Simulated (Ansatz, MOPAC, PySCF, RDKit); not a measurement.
Torsion H3–B1–S2–H5 in BH3S (SMILES BS); at each angle all else is relaxed with GFN2-xTB, and the levels are single points there.
Geometry at 0° (charge 0, multiplicity 1):
```xyz
5

B     -0.60166    -0.07176     0.04623
S      1.06725    -0.50868     0.34880
H     -1.38646    -0.88654    -0.23732
H     -0.87294     1.05865     0.14331
H      0.99961    -1.82299     0.15202
```

On the grid 0° to 330°, 90° is the highest and 0° the lowest point at CCSD(T)/CBS(cc-pV(T+d)Z, cc-pV(Q+d)Z).

Cores are frozen in the correlated methods. CBS: X⁻³ extrapolation of the correlation energy, Hartree–Fock from the larger set. Rows in 3-21G, 6-311+G**, 6-31G* carry no dispersion term and start afresh at each structure (6-31G* with six Cartesian d functions). The state that AM1 reach isn't checked.

Run with Ansatz (a first-principles code) with Gaussian orbitals; MOPAC for AM1 (differences of heats of formation); PySCF for 3-21G rows, 6-311+G** rows, 6-31G* rows, the dispersion terms; RDKit for the force fields. 

```csv
level,energy at 90° less that at 0° (kJ/mol)
UFF,-50.8
AM1,64.2
HF/3-21G,76.6
HF/6-31G*,76.4
BLYP-D3(BJ)/def2-TZVPP,91.2
B3LYP/3-21G,91.6
B3LYP/6-311+G**,87.5
CCSD/cc-pV(Q+d)Z,83.0
"CCSD(T)/CBS(cc-pV(T+d)Z, cc-pV(Q+d)Z)",[?]
```

Question: Fill in the missing entries.

Answer: 
- CCSD(T)/CBS(cc-pV(T+d)Z, cc-pV(Q+d)Z), energy at 90° less that at 0° (kJ/mol): 84.9
